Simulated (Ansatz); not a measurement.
```yaml
crystal:
  periodic: [false, false, false]
  atoms:
    - {symbol: N, position_ang: [-2.606516, 2.099121, -2.900649]}
    - {symbol: C, position_ang: [-1.137053, 0.684809, -1.035217]}
    - {symbol: C, position_ang: [1.987429, 0.421599, 0.063677]}
    - {symbol: Si, position_ang: [-0.771952, -2.052540, 1.915400]}
    - {symbol: H, position_ang: [-1.280725, 3.527173, -4.041645]}
    - {symbol: H, position_ang: [2.855028, 2.315319, 1.249530]}
    - {symbol: H, position_ang: [3.574493, -0.515186, -1.468780]}
    - {symbol: H, position_ang: [-0.722832, -5.233129, 1.226360]}
    - {symbol: H, position_ang: [-1.703169, -1.349026, 4.953704]}
basis:
  gaussian: {orbitals: aug-pcseg-2, nuclear_model: gaussian}
hamiltonian: {xc: {name: r2SCAN50}, dispersion: d3bjatm, pseudopotentials: {relativity: scalar}}
```

```sh
$ ansatz run in.yaml --threads 2 --pin off --events-out ev --progress --plain --max-ram 4352MiB
```

It prints (some lines left out):

```
Functional definition: r2SCAN50
1352 factors; their error is unknown
mean field evaluation 1: about -11451.0141 eV, gradient 9.5e1 eV
mean field evaluation 2: about -11045.6607 eV, gradient 2.3e2 eV
mean field evaluation 4: about -11416.7268 eV, gradient 1.4e2 eV
mean field evaluation 8: about -11491.3314 eV, gradient 6.1e0 eV
mean field evaluation 16: about -11491.6123 eV, gradient 1.6e-5 eV
mean field -11491.61226228 eV, -422.3089613444 hartree, gradient 9.9e-6 eV, S^2 0.000000; 6 other end points of the search recorded, 0 dependent functions left out
reference -11491.61229021 eV, -422.3089623705 hartree; 19, 19 occupied and 284, 284 virtual orbitals, 1352 factors
Total energy: -11491.66931688 eV, -422.3110580621 hartree
Relativity: scalar
```

**Question.** What is wrong with this run?

**Answer.** The geometry is stretched to more than twice its size. The calculation finished and met its thresholds. The result belongs to that input, not to the molecule as meant.
